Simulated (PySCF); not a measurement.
Isomers of C3H7ClSi.

All values: PBE0/pcSseg-1 (PySCF) at GFN2-xTB geometries, gas phase, one conformer each.

Task: Rank by the highest Hirshfeld charge on any atom, highest value first.
A. `[SiH3:1][CH2:2]/[CH:3]=[CH:4]\[Cl:5]` with Si1–C2–C3–C4 -94°
B. `[CH2:1]=[CH:2][C@@H:3]([SiH3:4])[Cl:5]` with C1–C2–C3–Si4 112°
C. `[CH2:1]=[C:2]([CH3:3])[SiH2:4][Cl:5]` with C1–C2–Si4–Cl5 125°

Result: C (+0.342 e), A (+0.318 e), B (+0.307 e).

Task: Rank by HOMO–LUMO gap, lowest first.
A. `[CH2:1]=[CH:2][C@@H:3]([SiH3:4])[Cl:5]` with C1–C2–C3–Si4 112°
B. `[SiH3:1][CH2:2]/[CH:3]=[CH:4]\[Cl:5]` with Si1–C2–C3–C4 -94°
C. `[CH2:1]=[C:2]([CH3:3])[SiH2:4][Cl:5]` with C1–C2–Si4–Cl5 125°

Result: B (7.00 eV), A (7.13 eV), C (7.36 eV).

Task: Rank by HOMO energy, highest first.
A. `[CH2:1]=[CH:2][C@@H:3]([SiH3:4])[Cl:5]` with C1–C2–C3–Si4 112°
B. `[SiH3:1][CH2:2]/[CH:3]=[CH:4]\[Cl:5]` with Si1–C2–C3–C4 -94°
C. `[CH3:1]/[CH:2]=[CH:3]\[SiH2:4][Cl:5]` with C2–C3–Si4–Cl5 -64°

Result: B (-7.04 eV), A (-7.60 eV), C (-7.81 eV).

All values together:

| SMILES | μ (D) | HOMO (eV) | LUMO (eV) | lowest IAO charge (e) | highest IAO charge (e) | lowest Hirshfeld charge (e) | highest Hirshfeld charge (e) |
| --- | --- | --- | --- | --- | --- | --- | --- |
| [SiH3]C/C=C\Cl | 1.56 | -7.04 | -0.04 | -0.539 (C) | +0.615 (Si) | -0.157 (C) | +0.318 (Si) |
| C/C=C\[SiH2]Cl | 2.07 | -7.81 | -0.76 | -0.473 (C) | +0.787 (Si) | -0.162 (C) | +0.340 (Si) |
| C=C[C@@H]([SiH3])Cl | 1.92 | -7.60 | -0.46 | -0.354 (C) | +0.620 (Si) | -0.094 (C) | +0.307 (Si) |
| C=C(C)[SiH2]Cl | 1.75 | -7.87 | -0.50 | -0.421 (C) | +0.796 (Si) | -0.124 (Cl) | +0.342 (Si) |

Conformers: `[SiH3:1][CH2:2]/[CH:3]=[CH:4]\[Cl:5]` with Si1–C2–C3–C4 -94°; `[CH3:1]/[CH:2]=[CH:3]\[SiH2:4][Cl:5]` with C2–C3–Si4–Cl5 -64°; `[CH2:1]=[CH:2][C@@H:3]([SiH3:4])[Cl:5]` with C1–C2–C3–Si4 112°; `[CH2:1]=[C:2]([CH3:3])[SiH2:4][Cl:5]` with C1–C2–Si4–Cl5 125°.
